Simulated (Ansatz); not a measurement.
Input for Ansatz (a quantum-chemistry and plane-wave program): R-wB97M-V/def2-TZVPP on FHSi (SMILES F[SiH]), 2S+1 = 1, a spin state set in the input, which need not be the lowest.

Ansatz 0.2 input:
```yaml
crystal:
  periodic: [false, false, false]
  atoms:
    - {symbol: F, position_ang: [0.84410367, -0.57544554, 0.00000000]}
    - {symbol: Si, position_ang: [-0.43484578, 0.41864886, 0.00000000]}
    - {symbol: H, position_ang: [-1.50909220, -0.68207419, 0.00000000]}
basis:
  gaussian:
    orbitals: def2-TZVPP
hamiltonian:
  xc: {name: wB97M-V}
```

The head of its log:

```
WARN ansatz: RAYON_NUM_THREADS=2 ignored (pool sized by the plan → 2); use --threads N
Functional definition: wB97M-V
integrals: 0.02 GiB planned
506 factors; their error is unknown
integrals: 0.06 GiB planned
100 factors; integrals over basis functions are off by at most 3.4e-5 eV
mean field: 0.26 GiB planned
mean field evaluation 1: about -10609.2889 eV, gradient 3.2e1 eV
mean field evaluation 2: about -10608.6224 eV, gradient 4.2e1 eV
```

Problem. Predict the final total energy.

Solution. -389.9442 hartree.
